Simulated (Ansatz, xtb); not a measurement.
**Relative energy of two conformers of ClFHInNO**

Structure a: `[O][NH][In]([F])[Cl]`, a doublet. Structure b: `[O][NH][In]([F])[Cl]`, a doublet. Both are isolated molecules in the gas phase, relaxed with B3LYP-D3(BJ)/def2-SVP.

a (Å):

```yaml
atoms:
  - { symbol: Cl, position_ang: [-2.0669, 2.6894, 1.6948] }
  - { symbol: F, position_ang: [0.9474, 4.6779, 2.5456] }
  - { symbol: In, position_ang: [0.0912, 3.4690, 1.2581] }
  - { symbol: N, position_ang: [1.2389, 2.9808, -0.4397] }
  - { symbol: O, position_ang: [0.8230, 2.2147, -1.3546] }
  - { symbol: H, position_ang: [2.1876, 3.3696, -0.5582] }
```

b (Å):

```xyz
6

Cl    1.2944   -1.8093   -3.4126
F     2.9129   -0.9926   -0.1892
In    2.2120   -0.2922   -1.8722
N     2.2781    1.7716   -2.2913
O     2.7608    2.6246   -1.4950
H     1.9047    2.1315   -3.1837
```

Problem. Which of the two would you expect CCSD(T)/def2-SVP electronic energies to favour?

Solution. Too close to call at this level: CCSD(T)/def2-SVP gives E(b) − E(a) = +1.98 kJ/mol.

Level by level:

| level | geometry | E(b) − E(a) (kJ/mol) | departure from the last row (kJ/mol) | job, with rough time for the two |
| --- | --- | --- | --- | --- |
| B3LYP-D3(BJ)/def2-SVP | B3LYP-D3(BJ)/def2-SVP | +1.53 | −0.46 | optimisation, 83 s |
| HF/def2-SVP | B3LYP-D3(BJ)/def2-SVP | +2.12 | +0.13 | part of the CCSD(T) run |
| MP2/def2-SVP | B3LYP-D3(BJ)/def2-SVP | +2.14 | +0.15 | part of the CCSD(T) run |
| CCSD(T)/def2-SVP | B3LYP-D3(BJ)/def2-SVP | +1.98 |  | single point, 32 s |

The largest departure from CCSD(T)/def2-SVP is that of B3LYP-D3(BJ)/def2-SVP, 0.46 kJ/mol. Levels run at GFN2-xTB geometries aren't shown.

With harmonic frequencies from B3LYP-D3(BJ)/def2-SVP (ideal gas, rigid rotor, one conformer each, 298.15 K, 1 atm): on the last row, ΔE + ΔZPE = +1.95, ΔH = +2.00, ΔG = +1.85 kJ/mol.

Open shells are spin-unrestricted. The correlated steps freeze 12 core orbitals; the filled d shell of In is correlated, in a basis made for valence electrons. Atoms past krypton carry core potentials in the def2 sets and no spin–orbit term is included. Programs: Ansatz 0.2.0; the last row on 2 threads of Intel(R) Xeon(R) 6975P-C (Granite Rapids) on a shared host.
